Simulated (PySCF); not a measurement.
**Radial density of Br²⁺ (bromine, charge +2)**

BP86, [Ar] 3d10 4s2 4p3, high-spin 4S determinant. Computed with PySCF 2.14 in cc-pVDZ-PP with ECP10MDF, with scalar relativity through the core potential. This is the valence pseudo-density: the core potential removes the inner electrons and smooths the orbitals near the nucleus.

```csv
r (bohr),4πr²ρ (e/bohr),4πr²(ρα − ρβ)
0.000635,2.375e-05,0.0000
0.00107,6.709e-05,0.0000
0.00180,0.0001890,0.0000
0.00302,0.0005282,0.0000
0.00508,0.001444,0.0000
0.00855,0.003726,0.0000
0.0144,0.008390,0.0000
0.0242,0.01544,0.0000
0.0407,0.03127,0.0001
0.0684,0.1523,0.0005
0.115,1.246,0.0037
0.194,7.335,0.0473
0.326,25.84,0.3323
0.548,31.37,0.2024
0.921,8.960,0.4431
1.55,3.975,2.0348
2.61,0.9643,0.7125
4.38,0.03102,0.0273
7.37,2.418e-05,0.0000
```

Energies and moments cover only the electrons outside the core potential.
